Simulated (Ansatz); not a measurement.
Cost and result for the atomization energy of `CCB(C)F` (13 atoms, 12 bonds).

| atom | x (Å) | y (Å) | z (Å) |
| --- | --- | --- | --- |
| C1 | -0.458 | 1.937 | -0.137 |
| C2 | 0.297 | 0.687 | 0.292 |
| B3 | -0.231 | -0.682 | -0.252 |
| C4 | 0.393 | -2.077 | 0.078 |
| F5 | -1.296 | -0.674 | -1.061 |
| H6 | -0.019 | 2.843 | 0.288 |
| H7 | -0.458 | 2.046 | -1.224 |
| H8 | -1.503 | 1.896 | 0.178 |
| H9 | 0.332 | 0.606 | 1.388 |
| H10 | 1.358 | 0.755 | 0.012 |
| H11 | 0.673 | -2.593 | -0.847 |
| H12 | -0.357 | -2.716 | 0.559 |
| H13 | 1.269 | -2.028 | 0.726 |

Charge 0, multiplicity 1. The geometry is a stationary point of PBE0-D4/def2-TZVP. It is one conformer, not always the lowest. Program: Ansatz. All runs use 4 threads of an Intel Xeon on a shared host. Times are those of one run each, without the atoms' runs, and a repeat can differ threefold. Electronic energies, without spin–orbit coupling; frozen cores. CCSD(T)/CBS adds CCSD(T) − MP2 in def2-TZVPP to the MP2 limit, and its time is that of the two runs behind it. T1 = 0.011. HSE06 is the plane-wave form, built on full-range PBE exchange.

CCSD(T)/CBS is a level of theory with its own doubt, some kJ/mol a heavy atom from the limit and from the frozen cores, so smaller differences don't rank the functionals.

| level | functions | wall time | atomization (kcal/mol) | difference from CCSD(T)/CBS | per bond |
| --- | --- | --- | --- | --- | --- |
| LDA (SPW92)/def2-TZVPP | 267 | 1 s | 1415.8 | 165.5 | 13.8 |
| BLYP-D4/def2-TZVPP | 267 | 1.6 s | 1248.0 | -2.3 | -0.2 |
| PBE-D4/def2-TZVPP (with forces) | 267 | 2 s | 1274.3 | 24.0 | 2.0 |
| PBE0-D4/def2-TZVPP | 267 | 2.1 s | 1259.8 | 9.5 | 0.8 |
| HSE06-D4/def2-TZVPP | 267 | 2.3 s | 1260.6 | 10.3 | 0.9 |
| CAM-B3LYP-D4/def2-TZVPP | 267 | 2.5 s | 1261.6 | 11.3 | 0.9 |
| r2SCANh-D4/def2-TZVPP | 267 | 3.2 s | 1253.7 | 3.4 | 0.3 |
| CCSD(T)/def2-SVP | 110 | 4 s | 1206.8 | -43.5 | -3.6 |
| B97M-V/def2-TZVPP | 267 | 5.5 s | 1258.0 | 7.7 | 0.6 |
| ωB97X-V/def2-TZVPP | 267 | 5.5 s | 1253.7 | 3.4 | 0.3 |
| MP2/def2-QZVPP | 525 | 17 s | 1256.8 | 6.5 | 0.5 |
| CCSD(T)/def2-TZVPP | 267 | 96 s | 1225.7 | -24.6 | -2.1 |
| CCSD(T)/CBS(def2) | – | 110 s | 1250.3 | 0.0 | 0.0 |

From r2SCAN to r2SCAN0 (25 % exact exchange), in def2-TZVPP and without D4, the atomization energy moves by −12.3 kcal/mol: exact exchange takes away binding that semilocal exchange gives to molecules. At CCSD(T), def2-SVP lies −43.5 kcal/mol from the extrapolated value and def2-TZVPP −24.6 kcal/mol: correlation converges slowly with the basis, and small sets miss more of it in the bonded molecule than in its fragments. In def2-TZVPP, CCSD(T) changes the Hartree–Fock value by +257.3 kcal/mol (the triples alone add +13.4 kcal/mol) and MP2 by +274.0 kcal/mol; breaking electron pairs costs correlation energy, which Hartree–Fock lacks.
